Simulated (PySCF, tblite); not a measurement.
Isomers of C8H9ClSi, one GFN2-xTB conformer each. Single-point energies are computed at PBE0/pcSseg-1 (PySCF, gas phase, no added dispersion term), electronic only.

Task: Rank them by PBE0/pcSseg-1 energy, lowest first (kcal/mol).
A. `[Cl:1][c:2]1[cH:3][cH:4][c:5]([SiH:6]2[CH2:7][CH2:8]2)[cH:9][cH:10]1` with C4–C5–Si6–C7 152°
B. `[CH:1]#[C:2][C:3]1=[C:4]([CH2:5][SiH2:6][Cl:7])[CH:8]=[CH:9][CH2:10]1` with C3–C4–C5–Si6 97°, C4–C5–Si6–Cl7 178°

Result: A (0.0), B (7.4).

As drawn, the lower has an aromatic ring and a three-membered ring, which the higher lacks; the higher has a C≡C bond and a C=C bond outside aromatic rings, which the lower lacks. GFN2-xTB itself gives, in the same order: 15.4, 0.0. GFN2-xTB puts C#CC1=C(C[SiH2]Cl)C=CC1 lowest instead.

Task: Which frontier levels, dipoles and rotational constants go with these structures?

Result: 
```csv
SMILES,"HOMO (eV, PBE0/pcSseg-1)",LUMO (eV),dipole (D),"A, B, C (MHz)"
Clc1ccc([SiH]2CC2)cc1,-6.54,-1.04,1.14,"3522, 418.6, 385.8"
C#CC1=C(C[SiH2]Cl)C=CC1,-6.18,-1.37,2.14,"1665, 525.1, 422.3"
```

Task: What happens when harmonic zero-point energies from GFN2-xTB frequencies are added?

Result: 
```json
{"SMILES": "Clc1ccc([SiH]2CC2)cc1", "ZPE (kcal/mol)": "87.8", "electronic (kcal/mol)": "0.0", "with ZPE (kcal/mol)": "0.0"}
{"SMILES": "C#CC1=C(C[SiH2]Cl)C=CC1", "ZPE (kcal/mol)": "84.6", "electronic (kcal/mol)": "7.4", "with ZPE (kcal/mol)": "4.2"}
```

The zero-point energies span 3.2 kcal/mol. The order is unchanged.

Task: As an exercise, what shares would exp(−E/RT) give at 1000 K from these electronic energies alone (no entropy, no degeneracies)?

Result: RT = 1.987 kcal/mol: Clc1ccc([SiH]2CC2)cc1 97.6 %, C#CC1=C(C[SiH2]Cl)C=CC1 2.4 %.
